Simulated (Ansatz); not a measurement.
Frontier orbitals of trimethyl borate.

Total charge 0; spin multiplicity 1. Geometry: relaxed with PBE0-D4/def2-TZVP. It is one conformer, not always the lowest. Basis def2-TZVPP, Ansatz 0.2.0.

```json
{"functional": "BLYP", "HOMO (eV)": "-6.47", "LUMO (eV)": "0.24"}
```

Task: Give HOMO and LUMO (eV) with LDA (SPW92), PBE, revPBE, r2SCAN, B97M-V, PBE0, B3LYP, r2SCANh, r2SCAN0, HSE06 (plane-wave form), BHLYP, CAM-B3LYP, LC-ωPBE, ωB97X-V, ωB97M-V, HF. (Estimate.)

Result: Computed: 
```
             functional    HOMO  LUMO
            LDA (SPW92)   -6.70  0.05
                    PBE   -6.56  0.23
                 revPBE   -6.50  0.33
                 r2SCAN   -6.89  0.88
                 B97M-V   -7.03  0.39
                   PBE0   -8.14  1.03
                  B3LYP   -7.89  0.71
                r2SCANh   -7.48  1.12
                r2SCAN0   -8.38  1.45
HSE06 (plane-wave form)   -7.73  0.67
                  BHLYP   -9.68  1.60
              CAM-B3LYP   -9.60  1.75
                LC-ωPBE  -10.94  3.04
                ωB97X-V  -10.61  2.80
                ωB97M-V  -10.55  2.30
                     HF  -12.15  3.44
```

B3LYP here is the variant with VWN-RPA as its local correlation; programs differ in this. LC-ωPBE has ω = 0.4 bohr⁻¹. Positive LUMOs are unbound and depend on the basis.
